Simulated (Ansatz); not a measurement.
Cl₃Se (SMILES Cl[Se+](Cl)Cl), charge +1, singlet, at a GFN2-xTB geometry; B3LYP/6-311G** (Ansatz, an electronic-structure program).

The Ansatz input:
Ansatz 0.2 input:
```yaml
crystal:
  periodic: [false, false, false]
  atoms:
    - {symbol: Se, position_ang: [-0.17104784, 0.20735202, 0.48711478]}
    - {symbol: Cl, position_ang: [-1.49710513, -1.14549165, -0.46172271]}
    - {symbol: Cl, position_ang: [0.20006690, 1.62349849, -1.04445615]}
    - {symbol: Cl, position_ang: [1.63913392, -0.89271087, 0.53194930]}
basis:
  gaussian:
    orbitals: 6-311G__.json
hamiltonian:
  xc: b3lyp
total_charge: 1
```
The basis file holds 6-311G** in the JSON format of the Basis Set Exchange.

It wrote (shortened):

```
Functional definition: B3LYP
991 factors; integrals over basis functions are off by at most 6.9e-4 eV
mean field evaluation 1: about -102907.4604 eV, gradient 3.7e1 eV
mean field evaluation 2: about -102900.7004 eV, gradient 6.8e1 eV
mean field evaluation 4: about -102910.5465 eV, gradient 1.6e0 eV
mean field evaluation 8: about -102910.5563 eV, gradient 3.6e-2 eV
mean field evaluation 16: about -102910.5563 eV, gradient 5.9e-5 eV
mean field -102910.55632326 eV, -3781.8931895992 hartree, gradient 5.6e-5 eV, S^2 0.000000; 0 other end points of the search recorded, 0 dependent functions left out
reference -102910.55656404 eV, -3781.8931984477 hartree; 42, 42 occupied and 83, 83 virtual orbitals, 991 factors
Total energy: -102910.55656404 eV, -3781.8931984477 hartree
```
